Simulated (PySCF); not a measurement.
# Deuteron quadrupole couplings in `C#C[C@@H]1CC[C@@H]1F`

Species: C6H7F.
Cartesian coordinates in Å at the GFN2-xTB level; atoms count from 1:
```xyz
14
C6H7F angstrom
C      2.6650   -0.2376   -0.2233
C      1.6303   -0.1619    0.3728
C      0.3594   -0.0681    1.0486
C     -0.7027   -1.0509    0.4979
C     -1.3691    0.1088   -0.2584
C     -0.5292    1.0987    0.5523
F      0.0983    2.0749   -0.1758
H      3.5808   -0.3018   -0.7297
H      0.5158   -0.0908    2.1296
H     -1.3310   -1.4686    1.2811
H     -0.3099   -1.8549   -0.1196
H     -2.4482    0.2044   -0.1631
H     -1.0921    0.1369   -1.3100
H     -1.0680    1.6104    1.3554
```

Level: PBE0/pcSseg-1 (PySCF, non-relativistic); Q(2H) = 0.00286 b; rigid geometry, the same for H and D, with no vibrational averaging.

Task: Rank these positions by the coupling χzz of a deuteron there, largest first.
A. H8 (alkyne hydrogen)
B. H9 (methine hydrogen)
C. H12 (methylene hydrogen)
D. H14 (methine hydrogen)

Result: A (268 kHz), C (211 kHz), B (203 kHz), D (195 kHz).

Task: What are Vzz, η and χzz (234.96 MHz × Q × Vzz) at all hydrogens?

Result: 
```csv
atom,bonded to,bond length (Å),Vzz (au),η,χzz (kHz)
H8,C1,1.048,0.3985,0.00,268
H9,C3,1.092,0.3019,0.03,203
H10,C4,1.087,0.3129,0.01,210
H11,C4,1.087,0.3113,0.01,209
H12,C5,1.087,0.3143,0.00,211
H13,C5,1.088,0.3106,0.01,209
H14,C6,1.094,0.2900,0.08,195
```

Task: How does χzz go with the bond length over the 7 C–H bonds?

Result: A straight-line fit has a slope of -15.2 kHz for each 0.01 Å, with a correlation coefficient of -1.00, over lengths from 1.048 to 1.094 Å. The longer bonds have the smaller couplings here.

Task: A static deuteron (I = 1) shows a doublet split by (3/2)χ, (3/4)χ(1 + η) and (3/4)χ(1 − η) with the field along z, y and x of the gradient. What are these for H8?

Result: With |χ| = 267.8 kHz and η = 0.001: 402, 201 and 201 kHz, to first order and without motion.

Geometry: GFN2-xTB, one conformer, isolated molecule. GFN2-xTB bond lengths can be off by several hundredths of an ångström, more for odd bonds, and the gradients follow them. The basis is small and wasn't made for field gradients, so the couplings can be 20 % off.
